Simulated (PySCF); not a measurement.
H₃ClOSn, SMILES [OH][SnH2][Cl] (PBE0/def2-SVP optimised geometry):

```
6

Sn    -0.892    -0.300     0.000
O      1.085    -0.300     0.000
Cl    -1.526    -1.277     2.048
H     -1.439     1.316     0.000
H     -1.443    -1.316    -1.255
H      1.443    -0.697     0.804
```

Computed with PBE0/def2-TZVP, def2 effective core potentials past Kr in PySCF.

Task: What are the frontier orbital energies and the dipole moment?

Result: HOMO-2 -9.04 eV, HOMO-1 -8.98 eV, HOMO -8.63 eV, LUMO -1.04 eV, LUMO+1 -0.58 eV; dipole moment 1.30 D.

On the same geometry PySCF with PBE/def2-TZVP, def2 effective core potentials past Kr gives HOMO-2 -7.54 eV, HOMO-1 -7.54 eV, HOMO -7.03 eV, LUMO -1.98 eV, LUMO+1 -1.37 eV; dipole moment 1.18 D.
